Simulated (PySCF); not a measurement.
Atom-mapped SMILES (the numbers label the heavy atoms): `[CH3:1][c:2]1[cH:3][cH:4][cH:5][cH:6][c:7]1[C:8](=[O:9])[F:10]`; H(Xn) means a hydrogen on atom n.

GIAO PBE0/pcSseg-1 shifts (PySCF, gas phase, non-relativistic, equivalent atoms averaged), each against references optimised in the same way as the molecule (TMS, H2O, CFCl3).

On the GFN2-xTB geometry: C8 168.0, C2 150.3, C6 144.0, C4 141.8, C3 137.1, C5 131.9, C7 127.4, C1 26.6, O9 433.4, F10 38.4, H(C6) 8.79, H(C4) 7.82, H(C5) 7.67, H(C3) 7.57, H(C1) 2.85 ppm.

Task: What changes on the PBE0-D3(BJ)/def2-SVP geometry?

Result: 
```csv
atoms,δ (ppm),change
C8,165.0,-3.0
C2,148.8,-1.5
C6,142.3,-1.7
C4,140.8,-1.0
C3,137.5,+0.4
C5,131.7,-0.2
C7,128.0,+0.6
C1,26.0,-0.6
O9,425.5,-7.9
F10,32.7,-5.7
H(C6),8.57,-0.22
H(C4),7.60,-0.22
H(C5),7.48,-0.19
H(C3),7.36,-0.21
H(C1),2.68,-0.17
```

Unscaled 19F shifts against computed CFCl3 carry errors that often reach 10 to 50 ppm.

Bonds between heavy atoms that differ most (equivalent bonds averaged): C8–F10 1.368 → 1.342 Å, C7–C8 1.463 → 1.481 Å, C5–C6 1.377 → 1.387 Å, C2–C3 1.391 → 1.401 Å, C3–C4 1.382 → 1.391 Å. Mean change of bonds to hydrogen: C–H +0.012 Å.
